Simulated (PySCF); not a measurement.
## Pd²⁺: excitation energy

Pd²⁺ [Kr] 4d8 (3F) → Pd²⁺ [Kr] 4d7 5p1 (high-spin determinant), as a difference of total energies. Computed with PySCF 2.14 in def2-TZVPPD with the def2 core potential (28 electrons), with scalar relativity through the core potential. Correlated levels: valence and next inner shell: nothing frozen outside the core potential. The calculations carry no spin-orbit coupling.

```tsv
method	excitation energy (cm⁻¹)
UHF	101790
MP2 (valence and next inner shell)	108310
SCS-MP2 (valence and next inner shell)	108920
CCSD (valence and next inner shell)	107290
CCSD(T) (valence and next inner shell)	107330
```

The determinant of the upper state mixes LS terms, which raises its energy above the lowest term, most at the Hartree-Fock and MP2 levels.
